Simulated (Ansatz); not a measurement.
Coupled-cluster diagnostics for SiGe2⁻, Ansatz.

Geometry of the doublet (PBE0-D4/def2-TZVPD):

```tsv
atom	x (Å)	y (Å)	z (Å)
Si1	0.001	-0.001	-0.004
Ge2	-0.058	0.962	2.020
Ge3	0.057	-0.961	-2.017
```

Correlated methods freeze 23 core orbitals; core or outer-core shells of Ge are correlated, in sets that lack core-valence functions. Another isomer (doublet) lies 0.98 eV lower at PBE0-D4/def2-TZVPD; other spin states weren't run for this one.

Task: Estimate the CCSD(T) correlation energy, the shares of MP2 and (T), T1 and the reference's ⟨S²⟩ for: charge -1, doublet, own geometry in def2-TZVPPD; and the rough time on 4 threads of Arm Neoverse V1 on a shared host.

Result: 
```json
{"state": "charge -1, doublet, own geometry", "basis": "def2-TZVPPD", "correlation (eV)": "-16.278", "MP2 share (%)": "89.7", "(T) share (%)": "6.0", "T1": "0.052", "⟨S²⟩ (pure)": "1.82 (0.75)", "wall time": "45 s", "remarks": "large T1, spin-contaminated"}
```
Customary marks for T1 are 0.02 (closed shells), 0.045 (open shells) and about 0.05 (3d metals). T1 exceeds 0.02 in 1 of 1 rows and 0.045 in 1; the higher it lies, the less the single-reference result can be trusted.
